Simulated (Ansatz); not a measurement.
Consider the redistribution: `[Cl][Zr]([Cl])([Br])[Br]` + `[F][SnH2][Br]` → `[F][Zr]([Cl])([Cl])[Br]` + `[Br][SnH2][Br]`.

Program: Ansatz. Geometries: PBE0-D4/def2-TZVP. ΔE: electronic, gas phase. CCSD(T)/CBS adds triple-zeta CCSD(T) − MP2 to the extrapolated MP2 energy (def2 sets, frozen cores). DFT in def2-TZVPP. def2 core potentials past Kr. For Br, Sn, Zr outer-core shells are correlated without core-valence functions, which leaves a few kJ/mol of doubt a bond. Scalar relativity is left out up to krypton.

CCSD(T)/CBS gives -0.62 eV.

Another level gave -0.57 eV. Which?
A. B97M-V/def2-TZVPP
B. RPA@PBE/def2-TZVPP
C. PBE/def2-TZVPP
D. LC-ωPBE/def2-TZVPP

B. RPA@PBE/def2-TZVPP -0.57, PBE -0.70, B97M-V -0.63, LC-ωPBE -0.78 eV.

What do rigid-rotor, harmonic-oscillator terms from PBE0-D4/def2-TZVP frequencies (298.15 K, 1 bar) make of the CCSD(T)/CBS value? (An estimate is asked.)

Computed: ΔZPE = 0.00 eV, ΔH = -0.62 eV, ΔS = 0 J/(mol·K), ΔG = -0.62 eV.

Largest T1 diagnostic among the species: 0.015.

Leaving LDA and LC-ωPBE aside and taking each functional with its dispersion term where it has one, the values, not all of them listed here, spread over 0.11 eV, from ωB97X-V to B97M-V. At CCSD(T), def2-SVP lies −0.12 eV from the extrapolated value and def2-TZVPP +0.01 eV.
